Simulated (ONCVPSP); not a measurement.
**Scattering properties, ONCV potential for indium**

```json
{
 "Element": "indium",
 "Generator": "ONCVPSP 4.0.1",
 "Type": "optimised norm-conserving Vanderbilt (ONCV)",
 "Functional": "revPBE",
 "Relativity": "fully relativistic",
 "Frozen core": "[Ar] 3d10",
 "Valence charge": "21",
 "Reference configuration": "4s2 4p6 4d10 5s1.75 5p1.25",
 "Partial waves": "4s+5s: rc 1.40 bohr, ncon 4, nbas 7, qcut 8.7 1/bohr, 2 projectors; 4p+5p: rc 1.60 bohr, ncon 4, nbas 8, qcut 10.1 1/bohr, 2 projectors; 4d: rc 1.15 bohr, ncon 4, nbas 8, qcut 8.6 1/bohr, 2 projectors, debl 3.9 Ha",
 "Local potential": "polynomial inside 1.05 bohr (lpopt 5, dvloc0 4 Ha)",
 "Core correction": "polynomial model core, fcfact 0.55"
}
```

Open shells are filled in proportion to 2j + 1.

The phase is arctan(r·R′/R) of the radial function R(r), unwrapped; energies in Ha, scanned from -6 to 5 Ha. A pole is an energy at which the radial function vanishes at the test radius. The pseudo phase is shifted by a multiple of π to meet the all-electron one at the reference energy, and phase errors are pseudo minus all-electron; the curves can meet again beyond the range given. Levels narrower than the energy grid can be missing from the lists of poles.

```tsv
channel	radius (bohr)	reference energy (Ha)	poles, all-electron	poles, pseudo	unbroken range about the reference energy with phases within 0.05 rad	phase error 1 Ha above the reference energy (rad)
s	1.42	-0.31	-3.87	-3.87	the whole range	-0.000
p3/2	1.62	-0.09	-2.46	-2.46	the whole range	-0.000
p1/2	1.62	-0.10	-2.76	-2.76	the whole range	-0.000
d5/2	1.17	-0.69	2.64	2.64	the whole range	-0.000
d3/2	1.17	-0.72	2.53	2.53	the whole range	+0.000
```

Phases in the s channel:

```csv
E (Ha),all-electron,pseudo
-5.96,1.022,1.022
-5.40,0.628,0.628
-4.84,-0.776,-0.776
-4.28,-1.423,-1.423
-3.72,-1.607,-1.607
-3.16,-1.701,-1.701
-2.60,-1.769,-1.769
-2.04,-1.831,-1.831
-1.48,-1.900,-1.900
-0.92,-1.985,-1.985
-0.36,-2.104,-2.104
0.20,-2.290,-2.290
0.76,-2.609,-2.609
1.32,-3.123,-3.124
1.88,-3.673,-3.675
2.44,-4.036,-4.039
3.00,-4.245,-4.247
3.56,-4.371,-4.374
4.12,-4.455,-4.458
4.68,-4.514,-4.517
```
